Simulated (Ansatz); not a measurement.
Reaction (hydrogenolysis of a Ga–Cl bond): `[F][GaH][Cl]` + H₂ → `[F][GaH2]` + HCl

Calculated with Ansatz (gas phase, PBE0-D4/def2-TZVP geometries, no zero-point term in ΔE). CCSD(T)/CBS adds triple-zeta CCSD(T) − MP2 to the extrapolated MP2 energy (def2 sets, frozen cores). This one scheme is used for every species. Functionals use def2-TZVPP. HSE06 is defined as in plane-wave codes. For Ga outer-core shells are correlated without core-valence functions, which leaves a few kJ/mol of doubt a bond. Scalar relativity is left out up to krypton.

**Question.** Is it downhill or uphill in electronic energy at CCSD(T)/CBS, and by how much? (Best estimate.)

**Answer.** Ansatz gave: Uphill: ΔE = +101.8 kJ/mol.

**Question.** What do these levels give: B97M-V, r2SCAN0-D4, ωB97M-V, PBE-QIDH, BLYP, PBE0, HSE06, CAM-B3LYP, MP2/def2-TZVPP, HF/CBS(def2), MP2/CBS(def2), CCSD/CBS(def2)? (Best estimate.)

**Answer.** Ansatz gave: B97M-V 94.8, r2SCAN0-D4 105.0, ωB97M-V 99.2, PBE-QIDH 102.7, BLYP 94.6, PBE0 97.1, HSE06 97.6, CAM-B3LYP 93.3, MP2/def2-TZVPP 107.1, HF/CBS(def2) 97.3, MP2/CBS(def2) 109.4, CCSD/CBS(def2) 98.9 kJ/mol.

Largest T1 diagnostic among the species: 0.014.

Leaving LDA and LC-ωPBE aside and taking each functional with its dispersion term where it has one, the values, not all of them listed here, spread over 11.4 kJ/mol, from B97M-V to r2SCAN-D4. LDA lies −3.5 kJ/mol from PBE without D4. The D4 term adds +4.6 kJ/mol with B3LYP and +2.4 kJ/mol with PBE0; it sums over pairs of atoms, weighted by their polarisabilities, and B3LYP, whose exchange is more repulsive, gets the larger term.

B3LYP here is the variant with VWN-RPA as its local correlation; programs differ in this.
